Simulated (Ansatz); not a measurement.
Steps of a relaxation of C$_{2}$H$_{5}$ClF$_{2}$Si (`C[SiH2]C(F)(F)Cl`) with RKS PBE-D4/def2-SVP.

```sh
$ ansatz run in.yaml --threads 4 --pin off --events-out ev --progress --plain --max-ram 10444MiB
```

```yaml
crystal:
  periodic: [false, false, false]
  atoms:
    - {symbol: C, position_ang: [0.377300, -1.503600, -0.580500]}
    - {symbol: Si, position_ang: [0.555300, 0.089200, 0.403000]}
    - {symbol: C, position_ang: [-0.868800, 1.265100, 0.164400]}
    - {symbol: F, position_ang: [-1.935100, 0.687400, 0.535400]}
    - {symbol: F, position_ang: [-0.963900, 1.589700, -1.152000]}
    - {symbol: Cl, position_ang: [-0.597100, 2.747400, 1.133300]}
    - {symbol: H, position_ang: [-0.560700, -1.977800, -0.295600]}
    - {symbol: H, position_ang: [0.299600, -1.214600, -1.667200]}
    - {symbol: H, position_ang: [1.172200, -2.128100, -0.404300]}
    - {symbol: H, position_ang: [1.868300, 0.696300, 0.030800]}
    - {symbol: H, position_ang: [0.718200, -0.308200, 1.853300]}
basis:
  gaussian: {orbitals: def2-SVP}
hamiltonian: {xc: pbe, dispersion: d4}
relax: {f_tol: 0.03, max_steps: 200}
```

Positions (Å) and forces (eV/Å) along the path, 6 of 6 steps:

```xyz
11
step=1 energy=-27959.9340 eV
C     0.377   -1.504   -0.581   -2.636    2.829   -1.352
Si    0.555    0.089    0.403    2.171   -1.360    0.645
C    -0.869    1.265    0.164    2.997    1.289   -0.923
F    -1.935    0.687    0.535   -4.066   -1.547    1.088
F    -0.964    1.590   -1.152   -0.293    0.395   -0.544
Cl   -0.597    2.747    1.133   -0.042    0.647    0.212
H    -0.561   -1.978   -0.296   -0.507   -0.473    0.096
H     0.300   -1.215   -1.667    0.145   -0.391    0.466
H     1.172   -2.128   -0.404    2.546   -1.993    0.470
H     1.868    0.696    0.031    0.004    0.361   -0.144
H     0.718   -0.308    1.853   -0.318    0.245   -0.013
11
step=2 energy=-27960.3818 eV
C     0.350   -1.494   -0.602   -0.486    0.851   -0.210
Si    0.642    0.060    0.435    0.571   -0.533    0.239
C    -0.834    1.231    0.178    0.974    0.898   -0.575
F    -1.968    0.671    0.546   -1.481   -0.675    0.403
F    -0.946    1.579   -1.140   -0.074   -0.046   -0.165
Cl   -0.614    2.761    1.112    0.052    0.250    0.218
H    -0.599   -1.980   -0.319   -0.097   -0.114    0.110
H     0.280   -1.229   -1.681    0.102   -0.057    0.158
H     1.175   -2.181   -0.445    0.548   -0.598    0.017
H     1.901    0.779    0.021   -0.124   -0.022    0.028
H     0.678   -0.254    1.917    0.015    0.045   -0.223
11
step=3 energy=-27960.4207 eV
C     0.372   -1.478   -0.568   -0.220   -0.534   -0.445
Si    0.654    0.038    0.465    0.214    0.289    0.134
C    -0.831    1.260    0.148    0.383   -0.265    0.045
F    -2.002    0.676    0.497   -0.272   -0.009    0.022
F    -0.911    1.574   -1.174   -0.062    0.114    0.020
Cl   -0.641    2.785    1.110   -0.017   -0.004   -0.076
H    -0.538   -2.009   -0.221   -0.057    0.031   -0.027
H     0.193   -1.157   -1.616   -0.031   -0.045   -0.021
H     1.191   -2.232   -0.592    0.020    0.288    0.158
H     1.897    0.762    0.050    0.061    0.089    0.015
H     0.682   -0.277    1.923   -0.019    0.046    0.175
11
step=4 energy=-27960.4486 eV
C     0.354   -1.486   -0.593    0.010   -0.099   -0.133
Si    0.664    0.043    0.454    0.008   -0.016    0.033
C    -0.832    1.240    0.161    0.115    0.145   -0.098
F    -2.010    0.676    0.523   -0.123   -0.097    0.039
F    -0.937    1.575   -1.157    0.002   -0.028    0.033
Cl   -0.622    2.769    1.113    0.008    0.038    0.030
H    -0.586   -1.986   -0.280    0.043    0.026   -0.001
H     0.250   -1.198   -1.662    0.025   -0.036    0.116
H     1.185   -2.220   -0.508   -0.068    0.073   -0.002
H     1.902    0.784    0.044   -0.014    0.003   -0.013
H     0.698   -0.253    1.925   -0.005   -0.008   -0.004
11
step=5 energy=-27960.4503 eV
C     0.353   -1.487   -0.595    0.001   -0.017   -0.008
Si    0.664    0.044    0.451    0.001   -0.018   -0.011
C    -0.829    1.245    0.160   -0.019    0.031    0.008
F    -2.006    0.667    0.525    0.005    0.002    0.001
F    -0.940    1.581   -1.154    0.001    0.006    0.004
Cl   -0.626    2.772    1.120   -0.005   -0.006   -0.006
H    -0.591   -1.979   -0.284    0.002   -0.001   -0.001
H     0.263   -1.207   -1.664    0.003   -0.003    0.002
H     1.179   -2.220   -0.494    0.001   -0.001    0.001
H     1.900    0.784    0.035    0.008    0.006   -0.001
H     0.698   -0.257    1.920    0.002    0.000    0.012
11
step=6 energy=-27960.4505 eV
C     0.354   -1.490   -0.595    0.005   -0.021   -0.008
Si    0.663    0.045    0.446    0.009    0.003    0.006
C    -0.830    1.248    0.161   -0.004    0.016    0.009
F    -2.007    0.667    0.523   -0.006    0.002    0.004
F    -0.941    1.591   -1.151   -0.002    0.007   -0.006
Cl   -0.628    2.769    1.130   -0.003   -0.007   -0.006
H    -0.594   -1.977   -0.289    0.002    0.001   -0.001
H     0.273   -1.217   -1.666    0.000   -0.001    0.001
H     1.176   -2.225   -0.482   -0.003    0.004    0.001
H     1.898    0.786    0.027    0.002   -0.001    0.000
H     0.701   -0.254    1.916    0.001   -0.002    0.001
```

Hardware: 4 threads of an AMD EPYC 7B13 on a shared host. Wall time 8 s, peak host memory 0.18 GiB.
